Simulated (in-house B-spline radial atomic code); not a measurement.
Whole-atom quantities along the 11-electron series, configuration [Ne] 3s1. Breit and QED terms are first order and not part of the total energy; the density at the nucleus is averaged over the nuclear charge. Computed with a B-spline radial code for spherical atoms: Dirac-Hartree-Fock, average of the configuration, finite nuclei.

```tsv
ion	Z	E/Z² (Eh)	Σ<r²> (bohr²)	n(0)/Z³ (bohr⁻³)	Lamb diamagnetic shielding (ppm)	repulsion over attraction	Breit energy (eV)	self-energy (eV)	vacuum polarisation (eV)	Dirac less non-relativistic energy (Eh)
Mg+	12	-1.3867	13.971	0.66742	704.79	0.16043	0.86537	0.59409	-0.034235	-0.32006
Al2+	13	-1.4289	9.3319	0.6792	778.85	0.1517	1.1465	0.79347	-0.047359	-0.45323
Si3+	14	-1.4666	6.8643	0.69081	852.87	0.14348	1.4848	1.0362	-0.063937	-0.6251
P4+	15	-1.5004	5.3243	0.70243	926.93	0.13589	1.8855	1.3272	-0.084524	-0.84268
S5+	16	-1.5308	4.276	0.71411	1001.07	0.12892	2.3541	1.6717	-0.10972	-1.1136
Cl6+	17	-1.5584	3.5214	0.72578	1075.34	0.12255	2.8961	2.0748	-0.14017	-1.4461
Ar7+	18	-1.5835	2.9564	0.7378	1149.74	0.11671	3.5168	2.5419	-0.17655	-1.8491
K8+	19	-1.6064	2.5205	0.75034	1224.3	0.11135	4.2219	3.0784	-0.2196	-2.3322
Ca9+	20	-1.6275	2.1762	0.76301	1299.03	0.10643	5.0166	3.6899	-0.2701	-2.9054
Sc10+	21	-1.6469	1.8989	0.77586	1373.94	0.1019	5.9067	4.382	-0.32885	-3.5796
Ti11+	22	-1.6649	1.6721	0.7892	1449.06	0.097725	6.8976	5.1605	-0.39675	-4.3663
V12+	23	-1.6816	1.484	0.80324	1524.4	0.093857	7.9949	6.0312	-0.47471	-5.2777
Cr13+	24	-1.6972	1.326	0.81746	1599.96	0.090271	9.2041	7.0003	-0.56369	-6.3264
Mn14+	25	-1.7118	1.1921	0.83202	1675.77	0.086936	10.531	8.0737	-0.66472	-7.5261
Fe15+	26	-1.7254	1.0776	0.84734	1751.83	0.08383	11.981	9.2578	-0.7789	-8.891
Co16+	27	-1.7383	0.97874	0.86302	1828.16	0.080929	13.56	10.559	-0.90734	-10.436
Ni17+	28	-1.7505	0.89287	0.87996	1904.77	0.078214	15.274	11.983	-1.0513	-12.177
```

Problem. With what power of Z does the column «vacuum polarisation (eV)» change over this range?

Solution. A fit of the logarithm of its size against log Z from Z = 12 to 28 has slope 4.04.
